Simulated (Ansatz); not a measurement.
Basis sets compared for GeEt2Me2 (C6H16Ge). The state is a singlet with charge 0. Geometry r2SCAN-D4/def2-SVP. Ansatz on 4 threads of Arm Neoverse V1 on a shared host; times are rough, and most runs start from earlier orbitals.

```xyz
23

C    -1.518   -1.284    0.226
C    -1.061   -2.524   -0.543
C     1.450   -0.154    0.758
C     2.443    1.006    0.684
C    -1.086    1.801    0.988
C    -0.154    0.723   -1.875
Ge   -0.328    0.271    0.026
H    -2.528   -0.977   -0.101
H    -1.604   -1.507    1.305
H    -1.753   -3.373   -0.411
H    -0.994   -2.327   -1.626
H    -0.065   -2.864   -0.214
H     1.843   -1.031    0.214
H     1.315   -0.481    1.806
H     3.430    0.736    1.098
H     2.608    1.334   -0.357
H     2.085    1.884    1.247
H    -0.464    2.701    0.856
H    -1.160    1.589    2.067
H    -2.097    2.030    0.615
H     0.439    1.642   -2.006
H    -1.145    0.891   -2.326
H     0.345   -0.086   -2.432
```

Binding counts from free atoms (C triplet, Ge triplet, H doublet) in the same basis, without a counterpoise term.

```json
{"level": "PBE-D4/def2-SVP", "functions": "196", "energy (Eh)": "-2314.2083", "HOMO (eV)": "-6.18", "LUMO (eV)": "0.59", "binding per atom (eV)": "4.00", "wall time": "2.9 s"}
{"level": "PBE0-D4/def2-SVP", "functions": "196", "energy (Eh)": "-2314.3233", "HOMO (eV)": "-7.45", "LUMO (eV)": "1.41", "binding per atom (eV)": "3.97", "wall time": "4.7 s"}
```

**Question.** Estimate the rows for PBE-D4/def2-TZVP (with forces), PBE0-D4/def2-TZVP.

**Answer.** 
| level | functions | energy (Eh) | HOMO (eV) | LUMO (eV) | binding per atom (eV) | wall time |
| --- | --- | --- | --- | --- | --- | --- |
| PBE-D4/def2-TZVP (with forces) | 330 | -2314.7334 | -6.26 | 0.06 | 3.98 | 6.5 s |
| PBE0-D4/def2-TZVP | 330 | -2314.8386 | -7.46 | 0.83 | 3.95 | 12 s |
